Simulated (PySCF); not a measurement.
Computed shifts of a molecule C5H9N, PBE/pcSseg-1 in PySCF, GIAO, gas phase, equivalent atoms averaged, in ppm (number of nuclei): ¹³C: 85.7 (1), 73.0 (1), 59.8 (1), 42.2 (1), 27.0 (1). ¹⁵N: 60.1 (1). ¹H: 3.12 (1), 2.88 (3), 2.85 (1), 2.72 (1), 2.36 (1), 1.87 (1), -0.34 (1). References: ¹³C against TMS (σ = 182.0 ppm); ¹⁵N against NH3 (σ = 267.0 ppm); ¹H against TMS (σ = 31.49 ppm), references at their B3LYP-D3(BJ)/def2-TZVP geometries, non-relativistic. Coordinates come from a B3LYP-D3(BJ)/def2-SVP optimisation. One conformer was computed; it need not be the lowest.

Problem. Pick the molecule that these values belong to.
A) C#CCCNC
B) CC1=CCN1C
C) C=C=C(C)CN
D) C=CN(C)C=C

Solution. A, C#CCCNC
